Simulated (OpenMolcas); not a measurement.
SiBr at 2.260 Å: OpenMolcas input and output

Input (each module block was a call of its own in one work directory; start orbitals came from a preliminary run):

```
&GATEWAY
Coord
2
angstrom
Br 0.0 0.0 0.0
Si 0.0 0.0 2.2600
Basis=ANO-RCC-VTZP
Group=XY
RX2C
AMFI
ANGMom
0.0 0.0 0.0
RICD
&SEWARD
&GUESSORB
&RASSCF
FileOrb=$CurrDir/o22.orb
Symmetry=2
Spin=2
nActEl=9 0 0
Inactive=12 8
RAS2=3 4
CIRoot=8 8 1
Linear
Iterations=120 100
OrbListing=Nothing
PRWF=0.15
>>COPY $Project.RasOrb $CurrDir/o22.orb
>>COPY $Project.rasscf.h5 $CurrDir/r22.h5
&CASPT2
XMultistate=all
Imaginary=0.2
IPEA=0.25
MaxIter=40
>>COPY $Project.JobMix JOB001
```

```bash
pymolcas m.inp
```

RASSCF and CASPT2 output of these blocks, in excerpt:

```
++    Wave function specifications:
      Number of closed shell electrons          40
      Number of electrons in active shells       9
      Number of inactive orbitals               20
      Number of active orbitals                  7
      Number of secondary orbitals              50
      Spin quantum number                      0.5
      State symmetry                             2
++    Orbital specifications:
      Symmetry species                           1   2
                                                 a   b
      Frozen orbitals                            0   0
      Inactive orbitals                         12   8
      Active orbitals                            3   4
      RAS2 orbitals                              3   4
      Secondary orbitals                        26  24
      Number of basis functions                 41  36
      printout of CI-coefficients larger than  0.15 for root  1
      energy=   -2894.007654
      conf/sym  111 2222     Coeff  Weight
            55  ud2 220u  -0.20269 0.04108
            63  022 220u   0.92714 0.85959
           142  022 u2du   0.21296 0.04535
      printout of CI-coefficients larger than  0.15 for root  2
      energy=   -2894.007654
      conf/sym  111 2222     Coeff  Weight
            53  ud2 22u0  -0.20269 0.04108
            61  022 22u0   0.92714 0.85959
            66  022 2uud  -0.16693 0.02787
      printout of CI-coefficients larger than  0.15 for root  3
      energy=   -2893.839253
      conf/sym  111 2222     Coeff  Weight
            64  022 2udu  -0.89458 0.80027
            66  022 2uud   0.17152 0.02942
           141  022 u220   0.34076 0.11612
      printout of CI-coefficients larger than  0.15 for root  4
      energy=   -2893.839253
      conf/sym  111 2222     Coeff  Weight
            67  022 2u02  -0.34076 0.11612
           142  022 u2du  -0.59582 0.35501
           144  022 u2ud   0.68897 0.47468
      printout of CI-coefficients larger than  0.15 for root  5
      energy=   -2893.813660
      conf/sym  111 2222     Coeff  Weight
            62  022 2u20  -0.49520 0.24523
            67  022 2u02   0.49520 0.24523
           142  022 u2du   0.35016 0.12261
           144  022 u2ud   0.60650 0.36784
      printout of CI-coefficients larger than  0.15 for root  6
      energy=   -2893.813660
      conf/sym  111 2222     Coeff  Weight
            64  022 2udu   0.35016 0.12261
            66  022 2uud   0.60650 0.36784
           141  022 u220   0.49520 0.24523
           146  022 u202  -0.49520 0.24523
      printout of CI-coefficients larger than  0.15 for root  7
      energy=   -2893.800875
      conf/sym  111 2222     Coeff  Weight
            55  ud2 220u   0.20558 0.04226
            62  022 2u20   0.51570 0.26595
            67  022 2u02  -0.35722 0.12761
           142  022 u2du   0.62377 0.38909
           144  022 u2ud   0.35260 0.12433
      printout of CI-coefficients larger than  0.15 for root  8
      energy=   -2893.800875
      conf/sym  111 2222     Coeff  Weight
            53  ud2 22u0  -0.20558 0.04226
            66  022 2uud   0.71650 0.51338
           141  022 u220  -0.35722 0.12761
           146  022 u202   0.51570 0.26595
      Natural orbitals and occupation numbers for root  1
      sym 1:   0.035198   1.960686   1.980086
      sym 2:   1.980173   1.993500   0.044395   1.005962
      Natural orbitals and occupation numbers for root  2
      sym 1:   0.035198   1.960686   1.980086
      sym 2:   1.993500   1.980173   1.005962   0.044395
      Natural orbitals and occupation numbers for root  3
      sym 1:   0.035208   1.972480   1.987058
      sym 2:   1.871656   1.187574   1.114250   0.831774
      Natural orbitals and occupation numbers for root  4
      sym 1:   0.035208   1.972480   1.987058
      sym 2:   1.187574   1.871656   0.831774   1.114250
      Natural orbitals and occupation numbers for root  5
      sym 1:   0.022075   1.982165   1.995870
      sym 2:   1.499626   1.499626   1.000319   1.000319
      Natural orbitals and occupation numbers for root  6
      sym 1:   0.022075   1.982165   1.995870
      sym 2:   1.499626   1.499626   1.000319   1.000319
      Natural orbitals and occupation numbers for root  7
      sym 1:   0.076257   1.933790   1.980494
      sym 2:   1.517040   1.599790   1.036782   0.855846
      Natural orbitals and occupation numbers for root  8
      sym 1:   0.076257   1.933790   1.980494
      sym 2:   1.599790   1.517040   0.855844   1.036784
      RASSCF energy for state  8                  -2893.80087474
::    RASSCF root number  1 Total energy:  -2894.00765430
::    RASSCF root number  2 Total energy:  -2894.00765430
::    RASSCF root number  3 Total energy:  -2893.83925348
::    RASSCF root number  4 Total energy:  -2893.83925348
::    RASSCF root number  5 Total energy:  -2893.81365988
::    RASSCF root number  6 Total energy:  -2893.81365988
::    RASSCF root number  7 Total energy:  -2893.80087474
::    RASSCF root number  8 Total energy:  -2893.80087474
      Von Neumann Entropy (Root   1) =  0.78447
++    Wave function specifications:
      Number of closed shell electrons           8
      Number of electrons in active shells       9
      Number of inactive orbitals                4
      Number of active orbitals                  7
      Number of secondary orbitals              50
      Spin quantum number                      0.5
      State symmetry                             2
      Number of CSFs                           248
      Number of CASSCF root(s) available         8
      CASPT2 state passed to geometry opt.       8
      A file JOBMIX will be created
      This is a MULTI-STATE CASSCF reference
      Number of CI roots used                    8
      These are:                                 1   2   3   4   5   6   7   8
      Off-diagonal elements of Heff are computed
  FINAL CASPT2 RESULT:
      Reference energy:       -2894.0076542962
      E2 (Non-variational):      -0.2581204648
      Shift correction:          -0.0035910047
      E2 (Variational):          -0.2617114695
      Total energy:           -2894.2693657657
      Reference weight:           0.89126
  FINAL CASPT2 RESULT:
      Reference energy:       -2894.0076542954
      E2 (Non-variational):      -0.2581204645
      Shift correction:          -0.0035910054
      E2 (Variational):          -0.2617114699
      Total energy:           -2894.2693657652
      Reference weight:           0.89126
  FINAL CASPT2 RESULT:
      Reference energy:       -2893.8392534792
      E2 (Non-variational):      -0.2440161583
      Shift correction:          -0.0027149910
      E2 (Variational):          -0.2467311493
      Total energy:           -2894.0859846285
      Reference weight:           0.90131
  FINAL CASPT2 RESULT:
      Reference energy:       -2893.8392534783
      E2 (Non-variational):      -0.2440161559
      Shift correction:          -0.0027149908
      E2 (Variational):          -0.2467311468
      Total energy:           -2894.0859846251
      Reference weight:           0.90131
  FINAL CASPT2 RESULT:
      Reference energy:       -2893.8136598828
      E2 (Non-variational):      -0.2459467800
      Shift correction:          -0.0026907158
      E2 (Variational):          -0.2486374958
      Total energy:           -2894.0622973786
      Reference weight:           0.90093
  FINAL CASPT2 RESULT:
      Reference energy:       -2893.8136598828
      E2 (Non-variational):      -0.2459467807
      Shift correction:          -0.0026907157
      E2 (Variational):          -0.2486374965
      Total energy:           -2894.0622973793
      Reference weight:           0.90093
  FINAL CASPT2 RESULT:
      Reference energy:       -2893.8008747379
      E2 (Non-variational):      -0.2477229708
      Shift correction:          -0.0031825343
      E2 (Variational):          -0.2509055052
      Total energy:           -2894.0517802431
      Reference weight:           0.89777
  FINAL CASPT2 RESULT:
      Reference energy:       -2893.8008747364
      E2 (Non-variational):      -0.2477229669
      Shift correction:          -0.0031825334
      E2 (Variational):          -0.2509055004
      Total energy:           -2894.0517802368
      Reference weight:           0.89777
       Total XMS-CASPT2 energies:
::    XMS-CASPT2 Root  1     Total energy:  -2894.26837620
::    XMS-CASPT2 Root  2     Total energy:  -2894.26837620
::    XMS-CASPT2 Root  3     Total energy:  -2894.08608065
::    XMS-CASPT2 Root  4     Total energy:  -2894.08608064
::    XMS-CASPT2 Root  5     Total energy:  -2894.06231770
::    XMS-CASPT2 Root  6     Total energy:  -2894.06231770
::    XMS-CASPT2 Root  7     Total energy:  -2894.05265347
::    XMS-CASPT2 Root  8     Total energy:  -2894.05265347
```

Only roots inside an energy window near the equilibrium distance were included, so the list of states is not complete; labels number the states computed. Each spin and symmetry block has orbitals of its own, averaged over its own roots, so gaps between blocks are less sure than gaps within one and near the minimum can be off by tenths of an eV, in bad cases by more. No Rydberg orbitals are active, so Rydberg states, and σ→σ* states whose orbital the CASSCF left unused, can be missing between those listed. CASPT2 splits the two components of degenerate states numerically, here by up to 53 cm⁻¹.
